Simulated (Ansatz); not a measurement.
`COB(O)F` + `CC(S)N[SiH3]` → `COB(F)S` + `CC(O)N[SiH3]`  (redistribution)

Calculated with Ansatz (gas phase, PBE0-D4/def2-TZVP geometries, no zero-point term in ΔE). CCSD(T)/CBS is the MP2 limit (def2-TZVPP, def2-QZVPP) plus CCSD(T) − MP2 in def2-TZVPP, frozen cores. This one scheme is used for every species. Functionals use def2-TZVPP. One conformer a species, not always the lowest.

(1) Is it downhill or uphill in electronic energy at CCSD(T)/CBS, and by how much? (Best estimate.)

(2) What do these levels give: r2SCAN, SCS-MP2/def2-TZVPP, CCSD/def2-TZVPP, CCSD(T)/def2-TZVPP, MP2/def2-QZVPP, MP2/CBS(def2)? (An estimate is asked.)

Largest T1 diagnostic among the species: 0.012.

Answers

(1) Computed: Uphill: ΔE = +18.8 kcal/mol.

(2) Computed: r2SCAN 17.3, SCS-MP2/def2-TZVPP 18.9, CCSD/def2-TZVPP 18.3, CCSD(T)/def2-TZVPP 18.3, MP2/def2-QZVPP 19.9, MP2/CBS(def2) 20.0 kcal/mol.

The D4 term adds +1.3 kcal/mol with B3LYP and +0.7 kcal/mol with PBE0; it sums over pairs of atoms, weighted by their polarisabilities, and B3LYP, whose exchange is more repulsive, gets the larger term.

B3LYP here is the variant with VWN-RPA as its local correlation; programs differ in this.
